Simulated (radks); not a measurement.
These are the eigenvalues of the occupied orbitals of an atom or ion with whole-number occupations (Ry). Method: Dirac Kohn-Sham, BLYP, spin-unpolarised, spherical densities, finite nucleus; Fermi nuclear charge, rms radius of each element as measured or else 0.836 A^(1/3) + 0.57 fm; computed with a radial shooting solver on a logarithmic mesh with Libxc functionals.

| orbital | eigenvalue |
|---|---|
| 1s1/2 | -3306.939 |
| 2s1/2 | -538.2328 |
| 2p1/2 | -509.8094 |
| 2p3/2 | -468.6170 |
| 3s1/2 | -118.0897 |
| 3p1/2 | -105.8939 |
| 3p3/2 | -97.61236 |
| 3d3/2 | -76.39511 |
| 3d5/2 | -74.60003 |
| 4s1/2 | -24.22552 |
| 4p1/2 | -19.58598 |
| 4p3/2 | -17.77651 |
| 4d3/2 | -10.14398 |
| 4d5/2 | -9.82256 |
| 5s1/2 | -4.02871 |
| 5p1/2 | -2.78576 |
| 5p3/2 | -2.54203 |
| 4f5/2 | -1.12549 |
| 4f7/2 | -1.09062 |

Which element is it, and in what charge state? The configuration may be excited. Open shells, if any, are shared by 2j + 1.

Answer. Z = 61, promethium, charge +2: Pm2+ in [Xe] 4f5. The list shows which subshells hold electrons but not how many an open one holds; the 1s level, -1653.5 hartree, gives Z - s = 57.5 by -(Z - s)^2/2, which with screening and relativity narrows Z to a few neighbours, and the depths of the outer levels then fix element, charge and occupations together.
